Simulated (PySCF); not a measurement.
Adding and removing an electron: CoO

r²SCAN; PySCF, no relativity, basis sets Co def2-TZVPPD, O def2-TZVPPD. Neutral (UKS): quartet (π ↑↑, δ ↑), Re = 1.614 Å, ωe = 906 cm⁻¹, HOMO -5.42 eV, LUMO -4.18 eV.

CoO⁺ (UKS): quintet (σ ↑, π ↑↑, δ ↑), Re = 1.618 Å, ωe = 833 cm⁻¹. The energies at the minima are -1457.92542 hartree for CoO and -1457.61487 for CoO⁺.

(1) Work out the adiabatic ionisation energy, without and with harmonic zero-point energies (1 hartree = 27.2114 eV, 1 eV = 8065.5 cm⁻¹), and the change of the bond length.

CoO⁻ (UKS): quintet (σ ↑, π ↑↑, δ ↑), Re = 1.672 Å, ωe = 826 cm⁻¹. The energies at the minima are -1457.92542 hartree for CoO and -1457.98316 for CoO⁻.

(2) Work out the adiabatic electron affinity, without and with harmonic zero-point energies (1 hartree = 27.2114 eV, 1 eV = 8065.5 cm⁻¹), and the change of the bond length.

De is left out where the level can put another filling of the metal’s s and d shells below the measured ground configuration, by anything from nothing to about 1 eV. The highest Kohn–Sham level is positive in this anion. Much of that is self-interaction error, but it also means that the finite basis helps to hold the extra electron. With d or f electrons several states lie close, and the lowest PBE0 determinant need not be the measured ground state.

Results:

(1) At r²SCAN: 0.31055 hartree = 8.450 eV between the minima; the zero-point term (833.0 − 906.0)/2 cm⁻¹ = -0.005 eV makes it 8.446 eV. Re changes by +0.4 pm against the neutral. The electron leaves a σ orbital; in so polar a molecule the change of length follows mostly from the change of the ionic charges.

(2) At r²SCAN: 0.05774 hartree = 1.571 eV between the minima; the zero-point term (906.0 − 826.0)/2 cm⁻¹ = +0.005 eV makes it 1.576 eV. Re changes by +5.8 pm against the neutral. The electron enters a σ orbital; in so polar a molecule the change of length follows mostly from the change of the ionic charges.
